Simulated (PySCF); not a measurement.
BTe at r²SCAN

Computed with r²SCAN; PySCF, scalar-relativistic core potentials, basis sets B aug-cc-pVDZ, Te aug-cc-pVDZ-PP with ECP28.

| Property | Result |
| --- | --- |
| state | ²Σ⁺ (doublet), unpaired electrons σ ↑ |
| bond length | 1.964 Å |
| harmonic wavenumber | 823 cm⁻¹ |
| force constant | 4.05 mdyn/Å |
| rotational constant Be | 0.4304 cm⁻¹ |
| anharmonicity ωexe | 4.02 cm⁻¹ |
| vibration–rotation constant αe | 0.00271 cm⁻¹ |
| well depth De to B + Te | 96.2 kcal/mol |
| dissociation energy D0 | 95.0 kcal/mol |
| bond order (Mayer) | 2.15 |
| dipole moment (positive dipole means B(−)Te(+)) | 0.10 D |

These are scalar-relativistic numbers at best; spin–orbit coupling would shift them, the dissociation energy most. The state was picked by a PBE0 search and need not be the measured ground state.
